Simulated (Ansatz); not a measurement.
Isolated molecules relaxed with PBE0-D4/def2-TZVP in Ansatz; ΔE leaves out vibrations. CCSD(T)/CBS adds triple-zeta CCSD(T) − MP2 to the extrapolated MP2 energy (def2 sets, frozen cores). This one scheme is used for every species. DFT in def2-TZVPP. def2 core potentials past Kr. For Br, Zr outer-core shells are correlated without core-valence functions, which leaves a few kJ/mol of doubt a bond. Scalar relativity is left out up to krypton. One conformer a species, not always the lowest.

`[F][Zr]([F])([F])[Br]` + `N=C=O` → `O=C=[N][Zr]([F])([F])[F]` + HBr  (ligand exchange at a Zr–Br bond)

```csv
level,ΔE (kcal/mol)
CAM-B3LYP-D4,5.5
BLYP,6.3
LC-ωPBE,6.4
HF/def2-TZVPP,5.3
```

(1) What does CCSD(T)/CBS give? (An estimate is asked.)

Largest T1 diagnostic among the species: 0.018.

Answers

(1) Ansatz gave: +6.7 kcal/mol. The listed levels differ from it by -1.2, -0.4, -0.3, -1.4 kcal/mol.

At CCSD(T), def2-SVP lies −4.2 kcal/mol from the extrapolated value and def2-TZVPP −0.9 kcal/mol. Leaving LDA and LC-ωPBE aside and taking each functional with its dispersion term where it has one, the values, not all of them listed here, spread over 2.3 kcal/mol, from CAM-B3LYP-D4 to r2SCAN-D4.
